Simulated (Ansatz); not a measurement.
Consider the cleavage of the Ga–Ge bond: `[Cl][GaH][GeH3]` + `C[SeH]` → `C[Se][GaH][Cl]` + GeH₄.

Program: Ansatz. Geometries: PBE0-D4/def2-TZVP. ΔE: electronic, gas phase. CCSD(T)/CBS adds triple-zeta CCSD(T) − MP2 to the extrapolated MP2 energy (def2 sets, frozen cores). Functionals use def2-TZVPP. B3LYP here is the variant with VWN-RPA as its local correlation; programs differ in this. HSE06 is defined as in plane-wave codes. For Ga, Ge, Se outer-core shells are correlated without core-valence functions, which leaves a few kJ/mol of doubt a bond. Scalar relativity is left out up to krypton. One conformer a species, not always the lowest.

`[Cl][GaH][GeH3]`:

```xyz
7

Cl   -1.353    2.381    0.942
Ga   -0.138    0.615    1.195
Ge    0.235   -0.644   -0.856
H     0.336    0.383    2.667
H    -1.111   -1.141   -1.408
H     0.883    0.265   -1.913
H     1.149   -1.859   -0.627
```

`C[SeH]`:

```xyz
6

C    -0.248   -0.453   -0.176
Se   -0.177    1.371    0.506
H     0.247   -0.520   -1.142
H    -1.305   -0.687   -0.297
H     0.195   -1.145    0.536
H     1.288    1.435    0.574
```

`C[Se][GaH][Cl]`:

Z-matrix (Å, degrees):
```
C
Se 1 1.960
H 1 1.086 2 110.3
H 1 1.088 2 105.9 3 119.1
H 1 1.087 2 110.0 3 -121.9
Ga 2 2.300 1 99.6 3 54.5
Cl 6 2.153 2 115.6 1 -0.7
H 6 1.552 2 125.8 1 179.5
```

GeH₄:

Cartesian coordinates in Å:
```
Ge 0.000 0.000 0.000
H -1.391 0.144 -0.630
H 0.005 -1.198 0.958
H 0.344 1.277 0.777
H 1.041 -0.224 -1.104
```

```
             level  ΔE (kJ/mol)  difference from CCSD(T)/CBS
          B3LYP-D4        -70.1                          3.1
           ωB97M-V        -69.3                          3.9
               PBE        -63.2                         10.0
            revPBE        -60.6                         12.6
           r2SCAN0        -72.0                          1.2
             HSE06        -65.8                          7.4
         CAM-B3LYP        -66.5                          6.7
       HF/def2-SVP        -75.1                         -1.9
     HF/def2-TZVPP        -73.6                         -0.4
SCS-MP2/def2-TZVPP        -75.2                         -2.0
       CCSD(T)/CBS        -73.2                            0
```

Largest T1 diagnostic among the species: 0.012.

Leaving LDA and LC-ωPBE aside and taking each functional with its dispersion term where it has one, the values, not all of them listed here, spread over 7.7 kJ/mol, from B97M-V to PBE-D4. LDA lies −5.6 kJ/mol from PBE without D4. From BLYP to BHLYP (50 % exact exchange), in def2-TZVPP and without D4, ΔE moves by −7.3 kJ/mol. The D4 term adds −6.0 kJ/mol with B3LYP and −3.2 kJ/mol with PBE0; it sums over pairs of atoms, weighted by their polarisabilities, and B3LYP, whose exchange is more repulsive, gets the larger term.
